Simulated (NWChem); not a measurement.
# CH6O2Si2; SMILES O=C[Si@@H](O)[SiH3]

```xyz
11

O      1.3712     2.0310    -0.0010
C      0.2220     1.7321    -0.2712
Si    -0.5549     0.1015     0.4015
O     -2.0630     0.0275    -0.3241
Si     0.8667    -1.7054    -0.1127
H     -0.3947     2.4060    -0.9158
H     -0.6609     0.2479     1.8850
H     -2.6280    -0.7298    -0.1174
H      1.1974    -1.7252    -1.5638
H      2.1267    -1.6087     0.6718
H      0.1972    -2.9951     0.2256
```
Atoms are numbered in this order, from 1.

All runs: NWChem. Pople sets run with spherical d functions. All runs use the structure optimised with B3LYP/6-31G* (spherical d). Vertical excitations in the gas phase; the lowest state need not have the same character in each row.

For level PBE/6-31G*, full TDDFT:

| Item | Value |
|---|---|
| lowest state with f > 0.02, singlet (eV) | 4.44 |
| oscillator strength of that bright state | 0.026 |
| orbital gap (eV) | 2.85 |

### Question
Estimate the same quantities for level LRC-wPBEh/6-31G*, full TDDFT.

### Answer
lowest state with f > 0.02, singlet (eV): 6.16
oscillator strength of that bright state: 0.068
orbital gap (eV): 9.11
